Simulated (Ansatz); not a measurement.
Born–Oppenheimer molecular dynamics of F2H4W (7 atoms, charge 0, multiplicity 1). It goes on from the last frame of an earlier run, with new velocities.

Level of theory: Ansatz 0.2.0, RKS BLYP-D4/def2-SVP.

| Property | Result |
| --- | --- |
| ensemble | NVT, Nosé–Hoover chain |
| time step | 0.5 fs |
| steps asked | 250 |
| set temperature | 1000 K |
| thermostat | time constant 20 fs, chain length 3 |
| temperature schedule | 62 steps to 1000 K, then 188 steps to 2000 K |
| seed | 442496 |

First frame:

```xyz
7
Properties=species:S:1:pos:R:3
W -0.340 -0.019 0.335
F 0.425 0.070 2.152
H 1.261 0.305 0.030
H 0.036 1.484 -0.256
F -2.100 0.070 -0.407
H 0.337 -1.236 -0.521
H 0.043 0.295 -1.370
```

Q: How far do the bonds stretch over the last three quarters of this one trajectory? (Pairs bonded in most of those frames.)

A: 
| bond | mean (Å) | spread (Å) | shortest | longest |
| --- | --- | --- | --- | --- |
| W1–F2 | 1.921 | 0.071 | 1.79 | 2.03 |
| W1–H3 | 1.752 | 0.082 | 1.61 | 1.97 |
| W1–H4 | 1.767 | 0.112 | 1.57 | 2.00 |
| W1–F5 | 1.907 | 0.078 | 1.78 | 2.01 |
| W1–H6 | 1.722 | 0.078 | 1.59 | 1.88 |
| W1–H7 | 1.732 | 0.087 | 1.57 | 1.86 |

Mean temperature of the second half: 1604 K. The conserved energy stayed within 0.42 meV per atom of its start (net change 0.2 meV per atom), so the integration is sound. The schedule's set-point averaged 1668 K over the second half and the system 1604 K. A run of 0.12 ps of so small a system gives no equilibrium averages.

Run time: 2.1 min on 2 threads of AMD EPYC 9R45 (Zen 5) (shared host), peak memory 0.16 GiB.
